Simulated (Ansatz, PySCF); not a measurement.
Bond stretch in H₃ClSi, SMILES [SiH3]Cl. The Si1–Cl5 bond (Si1 also carries H, H, H; Cl5 carries nothing else) is pulled apart rigidly from the PBE0/def2-TZVP optimised geometry. Each curve is given relative to its own lowest point near equilibrium.

```json
[
 {"R / Å": "1.56", "A": "122.6", "B": "125.3", "C": "120.6"},
 {"R / Å": "1.66", "A": "65.6", "B": "67.7", "C": "63.7"},
 {"R / Å": "1.74", "A": "36.7", "B": "38.5", "C": "35.0"},
 {"R / Å": "1.84", "A": "15.0", "B": "16.1", "C": "13.7"},
 {"R / Å": "1.92", "A": "5.5", "B": "6.3", "C": "4.6"},
 {"R / Å": "1.98", "A": "1.7", "B": "2.1", "C": "1.3"},
 {"R / Å": "2.05", "A": "0.0", "B": "0.0", "C": "0.0"},
 {"R / Å": "2.12", "A": "0.4", "B": "0.0", "C": "0.9"},
 {"R / Å": "2.20", "A": "2.7", "B": "1.9", "C": "3.9"},
 {"R / Å": "2.27", "A": "5.9", "B": "4.7", "C": "7.6"},
 {"R / Å": "2.41", "A": "14.3", "B": "12.3", "C": "17.2"},
 {"R / Å": "2.56", "A": "24.6", "B": "21.8", "C": "28.8"},
 {"R / Å": "2.78", "A": "40.1", "B": "36.2", "C": "46.2"},
 {"R / Å": "3.08", "A": "59.0", "B": "54.0", "C": "67.8"},
 {"R / Å": "3.39", "A": "74.7", "B": "68.8", "C": "86.4"},
 {"R / Å": "3.74", "A": "86.9", "B": "81.4", "C": "103.0"},
 {"R / Å": "4.09", "A": "93.5", "B": "90.3", "C": "115.5"},
 {"R / Å": "4.56", "A": "98.3", "B": "—", "C": "127.5"},
 {"R / Å": "5.08", "A": "100.9", "B": "—", "C": "136.3"},
 {"R / Å": "5.53", "A": "102.2", "B": "—", "C": "141.3"},
 {"R / Å": "6.22", "A": "103.1", "B": "—", "C": "146.4"}
]
```

Energies in kcal/mol.

### Question
Which curve belongs to which method? The methods are PySCF 2.14.0 with restricted BHandHLYP/def2-TZVP; restricted BLYP/def2-TZVP (PySCF); unrestricted PBE/def2-TZVP in Ansatz (an electronic-structure program).

### Answer
A is UKS-PBE; B is RKS-BLYP; C is RKS-BHandHLYP.

A dash means that the run gave no value there, or that the column was ended at a point which the program doubted or which failed a test of continuity chosen for this set; such a test can also cut sound points.

The unrestricted determinant behind UKS-PBE is spin-contaminated at 3.74 to 6.22 Å (<S²> up to 0.8, against 0.00 for a pure singlet). At the longest distance RKS-BHandHLYP leaves fractional charges on the fragments, a sign of delocalisation error or of the restricted form. The restricted form behind RKS-BHandHLYP, RKS-BLYP keeps the bonding electrons paired and can't separate into open-shell fragments.
